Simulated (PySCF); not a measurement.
Below is a simulated gas-phase C 1s photoelectron spectrum of `C#[C][GeH2][GeH2][GeH3]`.

Every computed line was given a Gaussian of 1.0 eV full width at half maximum and an area set by the number of equivalent atoms; the highest printed point is 100. Level of theory: delta-SCF UKS SCAN, pcX-2 on the ionised atom, pcseg-1 elsewhere, spin-free X2C in PySCF 2.14.0.

```tsv
binding energy (eV)	intensity
288.7	0
288.8	1
288.9	1
289.0	3
289.1	5
289.2	8
289.3	14
289.4	21
289.5	31
289.6	44
289.7	58
289.8	72
289.9	85
290.0	95
290.1	100
290.2	100
290.3	95
290.4	85
290.5	72
290.6	57
290.7	43
290.8	31
290.9	21
291.0	14
291.1	8
291.2	5
291.3	3
291.4	1
291.5	1
291.6	0
```

Task: Count the maxima, the lines and the sites behind this envelope.

Result: The curve has 1 maximum (at 290.1 eV). Under it lie 2 lines from 2 inequivalent carbon sites. At this width some lines have no maximum of their own.

Task: Decompose the envelope and assign each component. Numbering: `[CH:1]#[C:2][GeH2:3][GeH2:4][GeH3:5]`.

Result: 
```
position (eV)  relative area  line  atoms             environment
       290.15              1  C 1s     C1  terminal alkyne carbon
       290.15              1  C 1s     C2           alkyne carbon
```

Task: What are the centre and the root-mean-square width of the whole band?

Result: The area-weighted mean of the lines is 290.15 eV. Their own spread about it is 0.00 eV (rms) and each Gaussian has σ = 1.0/2.355 = 0.42 eV; the variances add, which gives 0.42 eV.

Task: Above which line width would these two lines show one maximum?

Result: Two equal Gaussians merge once their distance is under 2σ = FWHM/1.177. With 0.00 eV between them that is a full width over 0.00 eV.

The 2 C 1s values lie within 0.01 eV of each other; Gaussian lines of 0.5 eV full width would blend them into one maximum.

Shake-up satellites, vibrational structure and lifetime widths aren't simulated. The unrestricted hole states depart most from a pure doublet (⟨S²⟩ = 0.75; over 0.85 named) for C 1s of C2 (0.87), which makes this value less certain. The structure is a single PBE0-D3(BJ)/def2-SVP conformer in the gas phase; no vibrational or solvent corrections.

The values belong to the conformer `[CH:1]#[C:2][GeH2:3][GeH2:4][GeH3:5]`: C2–Ge3–Ge4–Ge5 51°.
